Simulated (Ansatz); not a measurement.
Geometry optimisation, RKS PBE-D4/STO-3G (Ansatz 0.2.0).

input.yaml

```yaml
crystal:
  periodic: [false, false, false]
  atoms:
    - { symbol: Al, position_ang: [0.05342, 0.69868, -1.43857] }
    - { symbol: Si, position_ang: [-1.37178, 0.12773, 0.42461] }
    - { symbol: C, position_ang: [-1.92213, 1.8771, 0.93294] }
    - { symbol: Si, position_ang: [-1.46102, 3.33511, 0.16912] }
    - { symbol: H, position_ang: [-0.19994, 1.43559, -2.81609] }
    - { symbol: H, position_ang: [1.59426, 0.30791, -1.39031] }
    - { symbol: H, position_ang: [-2.58272, -0.70921, 0.1763] }
    - { symbol: H, position_ang: [-0.77094, -0.55148, 1.6096] }
    - { symbol: H, position_ang: [-1.24635, 4.71154, -0.27381] }
basis:
  gaussian: { orbitals: STO-3G }
hamiltonian:
  xc: pbe
  dispersion: d4
relax:
  f_tol: 0.015
  max_steps: 40
```

Command:

```bash
$ ansatz run input.yaml --threads 1 --pin off --max-ram 2048MiB --backend cpu --events-out ev --progress --plain --runs-dir out
```

Q: Where does it end, and by what steps?

A: The forces met the threshold. Limits of this set-up: minimal basis. After 16 steps the energy has fallen by 2.297 eV; H6 moved furthest, 0.80 Å. Joined: Al1–C3, Al1–Si4.

```json
{"step": "0", "energy less start (eV)": "0.0000", "largest force component (eV/Å)": "3.715", "accepted": "yes"}
{"step": "1", "energy less start (eV)": "-0.6998", "largest force component (eV/Å)": "0.764", "accepted": "yes"}
{"step": "2", "energy less start (eV)": "-1.0679", "largest force component (eV/Å)": "1.351", "accepted": "yes"}
{"step": "3", "energy less start (eV)": "-1.3712", "largest force component (eV/Å)": "1.642", "accepted": "yes"}
{"step": "4", "energy less start (eV)": "-1.7913", "largest force component (eV/Å)": "1.370", "accepted": "yes"}
{"step": "5", "energy less start (eV)": "-2.0984", "largest force component (eV/Å)": "1.431", "accepted": "yes"}
{"step": "6", "energy less start (eV)": "-2.1698", "largest force component (eV/Å)": "0.718", "accepted": "yes"}
{"step": "7", "energy less start (eV)": "-2.2599", "largest force component (eV/Å)": "0.796", "accepted": "yes"}
{"step": "8", "energy less start (eV)": "-2.2045", "largest force component (eV/Å)": "0.586", "accepted": "no"}
{"step": "9", "energy less start (eV)": "-2.2925", "largest force component (eV/Å)": "0.086", "accepted": "yes"}
{"step": "10", "energy less start (eV)": "-2.2954", "largest force component (eV/Å)": "0.039", "accepted": "yes"}
{"step": "11", "energy less start (eV)": "-2.2929", "largest force component (eV/Å)": "0.075", "accepted": "no"}
{"step": "12", "energy less start (eV)": "-2.2968", "largest force component (eV/Å)": "0.050", "accepted": "yes"}
{"step": "13", "energy less start (eV)": "-2.2944", "largest force component (eV/Å)": "0.260", "accepted": "no"}
{"step": "14", "energy less start (eV)": "-2.2972", "largest force component (eV/Å)": "0.031", "accepted": "yes"}
{"step": "15", "energy less start (eV)": "-2.2971", "largest force component (eV/Å)": "0.032", "accepted": "no"}
{"step": "16", "energy less start (eV)": "-2.2973", "largest force component (eV/Å)": "0.006", "accepted": "yes"}
```

```xyz
9
Properties=species:S:1:pos:R:3
Al -0.085 1.131 -1.275
Si -1.419 0.049 0.400
C -1.537 1.824 0.523
Si -0.861 3.124 -0.313
H -0.731 0.925 -2.625
H 1.376 0.937 -0.940
H -2.653 -0.633 0.022
H -0.795 -0.618 1.538
H -1.203 4.495 0.065
```

Time of the run: 98 s on 1 thread of Intel(R) Xeon(R) Processor @ 2.50GHz (Skylake/Cascade Lake) (shared host), peak memory 0.13 GiB.
